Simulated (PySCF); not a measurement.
Computed properties of C3H8NO, SMILES C[NH+](C)C=O, charge +1

C3H8NO, SMILES O=C[NH+](C)C, charge +1. Coordinates come from a PBE0-D3(BJ)/def2-SVP optimisation. The isomer is the one that the SMILES or the coordinates give; other isomers of the formula were not compared. The values are those of a single conformer. All values are computed for the isolated molecule unless a solvent is named; none is compared with measurement here.

**Structure.** All 33 harmonic modes at PBE0-D3(BJ)/def2-SVP (PySCF) are real, so it is a minimum. With heavy atoms numbered as in [CH3:1][NH+:2]([CH3:3])[CH:4]=[O:5], the shortest bond between them is C4–O5 at 1.172 Å and the longest N2–C4 at 1.529 Å.

**Vibrations.** The strongest infrared lines (harmonic, unscaled, degenerate partners summed) lie at 1981 cm⁻¹ (161 km/mol, C 54 %, O 42 %), 3428 cm⁻¹ (92 km/mol, H 93 %), 1482 cm⁻¹ (72 km/mol, H 95 %). The softest mode is at 78 cm⁻¹ and the zero-point energy is 72.9 kcal/mol.

**Electronic structure.** B3LYP/def2-TZVP (PySCF) places the frontier levels at -14.01 and -6.98 eV, a gap of 7.03 eV and a mean polarisability of 43.3 bohr³. PBE/def2-TZVP (PySCF) at the same geometry gives -12.64 and -7.95 eV, so its gap is 2.34 eV narrower. An orbital gap is neither the optical nor the fundamental gap.

**Excitations.** TDA-M06-2X/def2-SVPD (PySCF) has S1 at 4.79 eV (259 nm, f = 0.001, dark); the most intense of the 10 singlets computed lies at 10.16 eV (f = 0.10). T1 (TDA) is at 4.25 eV, 0.54 eV under S1. TDA-PBE/def2-SVPD (PySCF) puts S1 at 4.92 eV. No vertical singlet excitation falls in the visible range (under 3.1 eV).

**NMR.** GIAO shifts at KT2/pcSseg-1 (PySCF) (non-relativistic, atoms alike by connectivity averaged): ¹³C from 40.3 to 155.2 ppm against TMS; ¹H from 3.5 to 8.7 ppm against TMS.

**Solvation.** SMD-B3LYP/6-31G* (PySCF) gives -66.8 kcal/mol in water, -62.7 kcal/mol in tetrahydrofuran, -67.8 kcal/mol in 2-propanol (1 M in both phases, gas-phase geometry); of these solvents 2-propanol holds the molecule best.
